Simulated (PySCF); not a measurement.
## Computed properties of OsO4, SMILES [O]=[Os](=[O])(=[O])=[O], multiplicity 1

OsO4, SMILES [O]=[Os](=[O])(=[O])=[O], multiplicity 1. Coordinates come from a B3LYP-D3(BJ)/def2-SVP optimisation. The spin state was assumed, not searched. The isomer is the one that the SMILES or the coordinates give; other isomers of the formula were not compared. The def2 effective core potentials stand for the cores of Os; spin–orbit coupling is left out. One conformer was computed; it need not be the lowest. All values are computed for the isolated molecule unless a solvent is named; none is compared with measurement here.

**Structure.** The optimised structure has Td symmetry. All 9 harmonic modes at B3LYP-D3(BJ)/def2-SVP (PySCF) are real, so it is a minimum. With heavy atoms numbered as in [Os:1](=[O:2])(=[O:3])(=[O:4])=[O:5], the shortest bond between them is Os1–O2 at 1.706 Å and the longest Os1–O5 at 1.706 Å.

**Vibrations.** The strongest infrared lines (harmonic, unscaled, degenerate partners summed) lie at 994 cm⁻¹ (349 km/mol, O 89 %, Os 11 %), 335 cm⁻¹ (24 km/mol, O 86 %, Os 14 %). The softest mode is at 335 cm⁻¹ and the zero-point energy is 8.1 kcal/mol.

**Electronic structure.** M06-2X/def2-TZVP (PySCF) places the frontier levels at -12.13 and -3.68 eV, a gap of 8.45 eV, and gives a dipole moment of 0.00 D and a mean polarisability of 46.3 bohr³. PBE/def2-TZVP (PySCF) at the same geometry gives -8.94 and -4.87 eV, so its gap is 4.38 eV narrower. An orbital gap is neither the optical nor the fundamental gap.

**Excitations.** TDA-M06-2X/def2-SVPD (PySCF) has S1 at 3.93 eV (315 nm, f = 0.000, dark); the most intense of the 10 singlets computed lies at 5.81 eV (f = 0.04). Strengths of degenerate partners are summed. T1 (TDA) is at 3.35 eV, 0.58 eV under S1. TDA-PBE/def2-SVPD (PySCF) puts S1 at 4.12 eV. No vertical singlet excitation falls in the visible range (under 3.1 eV).
